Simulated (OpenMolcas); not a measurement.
**3s² 3p³ along the 15-electron sequence**

```
Program             : OpenMolcas
Method              : CASSCF
Basis               : ANO-RCC-VQZP
Scalar Hamiltonian  : DKH2, point nucleus
Spin-orbit coupling : state interaction with AMFI integrals over the reference wave functions, term energies averaged over their components
```

Active space for each ion: 5 electrons in 8 orbitals (3s 3p 4s 4p).

Computed levels in cm-1 above ⁴S°_3/2:

| Level | P | S+ | Cl2+ | Ar3+ |
| --- | --- | --- | --- | --- |
| ²D°_3/2 | 14649 | 18707 | 22351 | 25685 |
| ²D°_5/2 | 14670 | 18751 | 22440 | 25853 |
| ²P°_1/2 | 19548 | 25365 | 30696 | 35725 |
| ²P°_3/2 | 19560 | 25399 | 30776 | 35894 |
| weight of ⁴S° in the lowest level (%) | 100 | 100 | 100 | 100 |

Measured, with the error of the calculation in %. Measured levels: P, S+ from NIST Handbook of Basic Atomic Spectroscopic Data; Cl2+ from Moore, Atomic Energy Levels, vol. I, NSRDS-NBS 35 (1971 reprint of NBS Circular 467, 1949); Ar3+ from Saloman, J. Phys. Chem. Ref. Data 39, 033101 (2010).

```
  Level              P             S+           Cl2+           Ar3+
²D°_3/2  11361 (+28.9)  14853 (+25.9)  18053 (+23.8)  21091 (+21.8)
²D°_5/2  11377 (+28.9)  14885 (+26.0)  18120 (+23.8)  21220 (+21.8)
²P°_1/2   18723 (+4.4)   24525 (+3.4)   29812 (+3.0)   34855 (+2.5)
²P°_3/2   18748 (+4.3)   24572 (+3.4)   29907 (+2.9)   35032 (+2.5)
```

²D°_3/2 changes by a factor of 1.75 over the same range, with steps per unit of Z of +4060, +3640, +3330 cm-1.

Without dynamic correlation excited terms often stand tens of per cent too high (terms of higher spin than the ground term too low), and those without a measured partner can miss by more than the paired ones (holds for P; S+). The run also gave levels led by 3s² 3p² 4s, which use shells meant for correlation; these and all levels above them are left out (holds for P). No level of 3s 3p⁴ was computed, though it lies in the active space (holds for P). Active for correlation alone: 4p 4s; no level in the range computed is led by a configuration that fills them, so any true level of that kind is missing (holds for S+; Cl2+; Ar3+). Measured partners are found by configuration, term and J. A level has none where our copy of the source lacks it or the pairing is in doubt (some pairs that miss far off the trend of their configuration count as doubtful), and it then counts in no deviation. Levels of configurations outside the active space are missing.

° marks odd parity.
